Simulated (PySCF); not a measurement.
# Correlation energy of Si²⁺ (silicon, charge +2)

[Ne] 3s2, closed-shell 1S. All numbers are calculated (PySCF 2.14, the spin-free X2C one-electron Hamiltonian (Gaussian nucleus), in x2c-QZVPPall (9s6p4d2f1g, 70 functions)). Frozen: 1s2; 10 electrons correlated.

| level | correlation energy (mhartree) |
| --- | --- |
| CCSD | -224.58 |
| (T) | -2.37 |
| CCSD(T) | -226.95 |

Diagnostics: T1 = 0.0053, D1 = 0.0152, largest double amplitude 0.106.

Cost of the coupled-cluster step: roughly 5 core-seconds, for 10 correlated electrons.

Iterations:

```
CC2 = 0
CCSD nocc = 5, nmo = 69
frozen orbitals [0]
max_cycle = 100
direct = 0
conv_tol = 1e-08
conv_tol_normt = 1e-06
diis_space = 8
diis_start_cycle = 0
Init t2, MP2 energy = -288.814705139869  E_corr(MP2) -0.21351995960715
Init E_corr(CCSD) = -0.213519959610333
cycle = 1  E_corr(CCSD) = -0.219755043115543  dE = -0.00623508351  norm(t1,t2) = 0.0389533
cycle = 2  E_corr(CCSD) = -0.222873897651347  dE = -0.00311885454  norm(t1,t2) = 0.0167194
cycle = 3  E_corr(CCSD) = -0.224600551235873  dE = -0.00172665358  norm(t1,t2) = 0.00749305
cycle = 4  E_corr(CCSD) = -0.224599987477772  dE = 5.637581e-07  norm(t1,t2) = 0.000465197
cycle = 5  E_corr(CCSD) = -0.224583677560324  dE = 1.63099174e-05  norm(t1,t2) = 5.56131e-05
cycle = 6  E_corr(CCSD) = -0.22458503187398  dE = -1.35431366e-06  norm(t1,t2) = 8.26636e-06
cycle = 7  E_corr(CCSD) = -0.22458493983735  dE = 9.20366296e-08  norm(t1,t2) = 1.12045e-06
cycle = 8  E_corr(CCSD) = -0.224584895521301  dE = 4.4316049e-08  norm(t1,t2) = 1.99879e-07
cycle = 9  E_corr(CCSD) = -0.224584896234676  dE = -7.13374748e-10  norm(t1,t2) = 2.39739e-08
CCSD converged
E(CCSD) = -288.8257700764963  E_corr = -0.2245848962346761
CCSD(T) correction = -0.00236826039013271
```

This basis was not built for core-valence correlation, so the inner-shell part is incomplete.
